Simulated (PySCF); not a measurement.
The vertical singlet excitations below were computed for one of the candidates. Method used: PySCF, TDDFT PBE0/def2-SVPD, vertical, gas phase, core orbitals frozen in the response. Geometries: PBE0-D3(BJ)/def2-SVP, one conformer each. Relativistic effects are left out although some hold elements past zinc.

```csv
state,E (eV),f
S1,6.51,0.0017
S2,6.89,0.0006
S3,6.97,0.140
S4,7.00,0.012
S5,7.06,0.021
S6,7.43,0.0071
S7,7.46,0.0034
S8,7.46,0.0024
S9,7.65,0.011
S10,7.75,0.0006
```

Question: Which structure fits?
A. `C#C[Si](C)(C)C#C`
B. `[CH3][GeH]1[CH2]C=C[CH2]1`
C. `C=C[Si](C)(C)C=C`
D. `[C]([Ge]([CH3])([CH3])[CH3])#C`

Answer: B. Its S1, at 6.51 eV, is the highest among the candidates; the nearest of the others has S1 at 6.21 eV. S1 is HOMO→LUMO+1 (80%), HOMO→LUMO+2 (18%). Löwdin shares by element: HOMO carbon 82% or more (atoms not listed hold the other 18%); LUMO carbon 79% or more (atoms not listed hold the other 21%). At the same level the other candidates give, for their lowest levels:
- `C#[C][Ge]([CH3])([CH3])[CH3]`: 6.21 eV (f 0.000); 6.46 eV (f 0.009 summed over 2 states); 7.23 eV (f 0.123 summed over 2 states); 7.89 eV (f 0.386); 7.96 eV (f 0.000); T1 4.97 eV; HOMO -7.74, LUMO 0.44 eV
- `C=C[Si](C)(C)C=C`: 6.12 eV (f 0.015); 6.28 eV (f 0.013); 6.35 eV (f 0.004); 6.44 eV (f 0.022); 6.85 eV (f 0.084); T1 4.11 eV; HOMO -7.51, LUMO -0.40 eV
- `C#C[Si](C)(C)C#C`: 5.97 eV (f 0.002); 6.00 eV (f 0.000); 6.21 eV (f 0.006); 6.22 eV (f 0.000); 6.31 eV (f 0.008); T1 4.81 eV; HOMO -7.92, LUMO -0.24 eV
Triplets come from the Tamm–Dancoff approximation.
